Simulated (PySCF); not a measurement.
**Radial density of Fe(2+) (iron, charge +2)**

UHF, [Ar] 3d6, high-spin 5D determinant. All numbers are calculated (PySCF 2.14, scalar relativity by spin-free X2C-1e, in aug-cc-pVDZ-DK (7s6p4d2f, 59 functions)).

```csv
r (bohr),4πr²ρ (e/bohr),4πr²(ρα − ρβ)
0.00104,0.2282,0.0000
0.00175,0.5757,0.0000
0.00294,1.422,0.0000
0.00494,3.386,0.0000
0.00830,7.591,0.0001
0.0140,15.27,0.0002
0.0235,25.50,0.0004
0.0395,31.41,0.0013
0.0665,26.62,0.0064
0.112,26.16,0.0429
0.188,34.98,0.2783
0.316,19.90,1.3228
0.532,14.38,3.3110
0.895,14.20,3.4128
1.51,3.499,1.3143
2.53,0.3060,0.1584
4.26,0.003019,0.0005
7.16,2.127e-05,0.0000
```

Densities and radii are taken from the X2C orbitals without a picture-change correction, which distorts them close to the nucleus.
